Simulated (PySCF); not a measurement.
**[Eu(HCN)]3+ at several levels of theory**

Computed with PySCF 2.14.0 (density fitting, no spin-orbit coupling) at the geometry relaxed with PBE:

```xyz
4
[Eu(HCN)]3+ (singlet in the valence; each metal's 4f electrons, 6 of them, lie in its core potential, out of spins and levels)
Eu    0.0000    0.0000   -0.2771
N     0.0000    0.0000    1.9769
C     0.0000    0.0000    3.1565
H     0.0000    0.0000    4.2812
```

| level | basis | state | HOMO (eV) | gap (eV) | charge on Eu1 (e) | population of f-type functions on Eu1 (polarisation alone where 4f lies in the core) | dipole about the centre of mass (D) | largest force component (eV/Å) |
| --- | --- | --- | --- | --- | --- | --- | --- | --- |
| PBE | Eu lcecp-1-SVP with ECP52, N def2-SVP, C def2-SVP, H def2-SVP | singlet | -25.57 | 4.78 | 2.45 | 0.02 | 4.96 | 0.00 |
| PBE | Eu lcecp-1-TZVP with ECP52, N def2-TZVP, C def2-TZVP, H def2-TZVP | singlet | -25.49 | 4.72 | 2.55 | 0.02 | 5.01 | 0.86 |

In the lcecp rows the 4f levels are missing from HOMO and gap, and the state counts the valence alone.

Charges are Mulliken's, which hang on the basis. The relaxation used the grid (50, 194), these runs (75, 302) or, all-electron (x2c bases, spin-free X2C Hamiltonian), (99, 590).

Order these levels, in the first row's basis, by the HOMO–LUMO gap they give here, smallest first.
A. wB97X
B. r2SCAN
C. CAM-B3LYP
D. TPSSh

B (5.58 eV), D (5.86 eV), C (9.48 eV), A (11.88 eV).

And their other results?


```tsv
level	state	HOMO (eV)	gap (eV)	charge on Eu1 (e)	population of f-type functions on Eu1 (polarisation alone where 4f lies in the core)	dipole about the centre of mass (D)	largest force component (eV/Å)
TPSSh	singlet	-25.98	5.86	2.51	0.02	4.75	1.01
CAM-B3LYP	singlet	-28.10	9.48	2.51	0.02	4.52	1.97
wB97X	singlet	-29.09	11.88	2.54	0.03	4.33	2.04
r2SCAN	singlet	-25.69	5.58	2.51	0.02	4.70	1.13
```

In the first row's basis the gap widens with exact exchange: 4.8 to 5.6 eV for PBE, r2SCAN (none); 5.9 eV for TPSSh (a fixed share); 9.5 to 11.9 eV for CAM-B3LYP, wB97X (rising or full at long range).

An lcecp potential fixes the number of 4f electrons, so in runs with it no electron can move into or out of that shell.
